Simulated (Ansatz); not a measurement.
Molecule: AuCl (charge 0, triplet). The spin state was set by rule; other spins were not relaxed. 
Geometry from a B3LYP-D3(BJ)/def2-TZVP (Ansatz, a first-principles code) optimisation:
```
Au
Cl 1 2.3959
```
Charge 0, spin multiplicity 3.

Parts of the frozen-core correlation energy in def2-QZVPP (Ansatz, hartree). Frozen orbitals: 9; correlated occupied orbitals by spin: 10 and 8; virtual: 139 and 141. Open shells are spin-unrestricted. No spin-orbit coupling. In def2 rows, elements after Kr have scalar-relativistic effective core potentials.

```
term                            value
-------------------------  ----------
reference (HF)             -594.27529
MP2 opposite-spin                 ___
MP2 same-spin                     ___
CCSD correlation             -0.57342
(T)                               ___
T1 diagnostic                   0.039
largest doubles amplitude       0.037
<S^2> of the reference          2.019
```

Some entries are withheld; supply them.


- MP2 opposite-spin, value: -0.39642
- MP2 same-spin, value: -0.18276
- (T), value: -0.02748
